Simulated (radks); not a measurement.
Ionisation of the vanadium ion V+, [Ar] 3d4, to [Ar] 3d3 as the strength of local exchange is varied. Method: non-relativistic Kohn-Sham, Slater X-alpha exchange (alpha = 2/3 is LDA exchange), no correlation, spin-polarised, spherical densities, point nucleus; open shells are filled with parallel spins first; computed with a radial shooting solver on a logarithmic mesh with Libxc functionals.

alpha  E(V+) (hartree)  exchange (hartree)  IE (eV)  -e of the level emptied (eV)  <r> of it (bohr)
0.633       -937.61284           -38.98279   14.543                    8.853 (3d)             1.569
0.642       -938.16726           -39.56134   14.682                    8.961 (3d)             1.561
0.667       -939.70913           -41.17194   15.075                    9.267 (3d)             1.541
0.768       -945.96495           -47.73147   16.744                   10.594 (3d)             1.465
0.888       -953.45304           -55.63378   18.901                   12.361 (3d)             1.385
0.901       -954.26785           -56.49689   19.146                   12.565 (3d)             1.377
0.914       -955.08337           -57.36137   19.393                   12.772 (3d)             1.370
0.959       -957.91170           -60.36429   20.265                   13.506 (3d)             1.343

NIST Atomic Spectra Database: 14.63 eV (measured). The Delta-SCF value meets it near alpha = 0.64. Open shells are spherical and high-spin; term and fine-structure splittings are not resolved.
